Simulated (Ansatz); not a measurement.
Mg10O13H6⁻. Charge -1, multiplicity 2. Geometry PBE-D4/def2-SVP, that of the neutral singlet; atoms count from 1.

```
atom    x (Å)    y (Å)    z (Å)
 Mg1  -0.4273   0.9602   2.9748
 Mg2  -2.9637   0.2379  -0.9025
 Mg3  -1.2041  -1.6750   0.5009
 Mg4   2.1645  -0.0708  -0.8348
 Mg5  -0.3101   1.5767  -0.4606
 Mg6  -0.0455  -1.0341  -2.0139
 Mg7   1.1479  -0.8603   1.8153
 Mg8  -2.6934  -0.3985   2.3338
 Mg9   1.7816   2.0619   1.6462
Mg10  -2.0701   2.5277   1.3805
 O11   2.6987   1.7665  -0.0618
 O12   1.9080  -1.3178  -2.3804
 O13   0.6559   1.0618  -2.1270
 O14   1.4996   0.7124   2.9496
 O15   2.7810  -1.1850   0.7415
 O16  -0.0947   2.4873   1.3570
 O17   0.2549  -0.3435  -0.0453
 O18  -0.6171  -2.7638  -1.0294
 O19  -2.2696   1.9467  -0.4369
 O20  -2.0134  -0.6024  -2.4354
 O21  -0.8029  -1.0709   2.4103
 O22  -2.3557   1.4030   2.9230
 O23  -3.0767  -1.0065   0.5563
 H24   2.7907   2.4740  -0.7230
 H25   2.2601  -2.2188  -2.2805
 H26   0.7879   1.4962  -2.9851
 H27   3.6579  -1.1292   1.1543
 H28  -1.0214  -3.5756  -1.3710
 H29  -2.4231  -1.4600  -2.6559
```

Single mean-field runs in def2-TZVP are fitted with def2-universal-jkfit. The highest occupied level of the charge -1 doublet lies above zero (up to 0.55 eV). By energy differences its removal costs 0.44 eV (vertical, to the charge 0 singlet, at PBE0-D4/def2-TZVP); self-interaction error and the lack of diffuse functions both raise the level.

Problem. Estimate the Mulliken populations from the PBE0/def2-TZVP orbitals of Ansatz.

Solution. 
```json
{"atom": "Mg1", "charge (e)": "1.56", "spin (α − β)": "-0.28"}
{"atom": "Mg2", "charge (e)": "0.66", "spin (α − β)": "0.23"}
{"atom": "Mg3", "charge (e)": "1.37", "spin (α − β)": "-0.12"}
{"atom": "Mg4", "charge (e)": "1.10", "spin (α − β)": "0.02"}
{"atom": "Mg5", "charge (e)": "1.93", "spin (α − β)": "-0.41"}
{"atom": "Mg6", "charge (e)": "1.00", "spin (α − β)": "0.01"}
{"atom": "Mg7", "charge (e)": "1.15", "spin (α − β)": "-0.06"}
{"atom": "Mg8", "charge (e)": "0.57", "spin (α − β)": "0.38"}
{"atom": "Mg9", "charge (e)": "0.24", "spin (α − β)": "0.61"}
{"atom": "Mg10", "charge (e)": "0.23", "spin (α − β)": "0.71"}
{"atom": "O11", "charge (e)": "-0.86", "spin (α − β)": "-0.01"}
{"atom": "O12", "charge (e)": "-0.84", "spin (α − β)": "0.00"}
{"atom": "O13", "charge (e)": "-0.89", "spin (α − β)": "-0.01"}
{"atom": "O14", "charge (e)": "-0.98", "spin (α − β)": "-0.01"}
{"atom": "O15", "charge (e)": "-0.86", "spin (α − β)": "0.00"}
{"atom": "O16", "charge (e)": "-1.07", "spin (α − β)": "-0.02"}
{"atom": "O17", "charge (e)": "-1.36", "spin (α − β)": "-0.01"}
{"atom": "O18", "charge (e)": "-0.83", "spin (α − β)": "0.00"}
{"atom": "O19", "charge (e)": "-1.04", "spin (α − β)": "-0.01"}
{"atom": "O20", "charge (e)": "-0.82", "spin (α − β)": "-0.01"}
{"atom": "O21", "charge (e)": "-1.09", "spin (α − β)": "-0.01"}
{"atom": "O22", "charge (e)": "-0.99", "spin (α − β)": "-0.02"}
{"atom": "O23", "charge (e)": "-1.02", "spin (α − β)": "-0.01"}
{"atom": "H24", "charge (e)": "0.31", "spin (α − β)": "0.01"}
{"atom": "H25", "charge (e)": "0.31", "spin (α − β)": "0.00"}
{"atom": "H26", "charge (e)": "0.31", "spin (α − β)": "0.01"}
{"atom": "H27", "charge (e)": "0.30", "spin (α − β)": "0.00"}
{"atom": "H28", "charge (e)": "0.29", "spin (α − β)": "0.01"}
{"atom": "H29", "charge (e)": "0.31", "spin (α − β)": "0.00"}
```
Mulliken values and Mayer orders depend strongly on the basis.

Problem. Where does the spin sit?

Solution. Summed by element: Mg 1.09, O -0.12, H 0.03, of 1 unpaired in all. Largest on single atoms: Mg10 0.71, Mg9 0.61, Mg5 -0.41.

Problem. And the Mayer bond orders between bonded heavy atoms (over 0.3)?

Solution. Mg1–O14 0.48 (1.94 Å); Mg1–O22 0.50 (1.98 Å); Mg2–O19 0.76 (1.90 Å); Mg2–O20 0.45 (1.99 Å); Mg2–O23 0.74 (1.92 Å); Mg3–O18 0.48 (1.97 Å); Mg3–O21 0.32 (2.04 Å); Mg3–O23 0.40 (1.99 Å); Mg4–O11 0.31 (2.06 Å); Mg4–O12 0.40 (2.00 Å); Mg4–O15 0.40 (2.03 Å); Mg4–O17 0.37 (2.08 Å); Mg5–O13 0.31 (1.99 Å); Mg5–O19 0.38 (1.99 Å); Mg6–O12 0.40 (2.01 Å); Mg6–O17 0.35 (2.11 Å); Mg6–O18 0.41 (2.07 Å); Mg6–O20 0.41 (2.06 Å); Mg7–O14 0.58 (1.97 Å); Mg7–O15 0.37 (1.98 Å); Mg7–O21 0.45 (2.05 Å); Mg8–Mg10 0.51 (3.14 Å); Mg8–O21 0.53 (2.01 Å); Mg8–O22 0.63 (1.93 Å); Mg8–O23 0.62 (1.92 Å); Mg9–O11 0.39 (1.96 Å); Mg9–O14 0.73 (1.90 Å); Mg9–O16 0.69 (1.95 Å); Mg10–O16 0.51 (1.98 Å); Mg10–O19 0.60 (1.92 Å); Mg10–O22 0.63 (1.93 Å). Values over 0.3 also appear between atoms too far apart for a bond (Mg8–Mg9 0.38 at 5.15 Å; Mg9–Mg10 0.84 at 3.89 Å); they arise where an orbital or an unpaired electron spreads over both atoms.
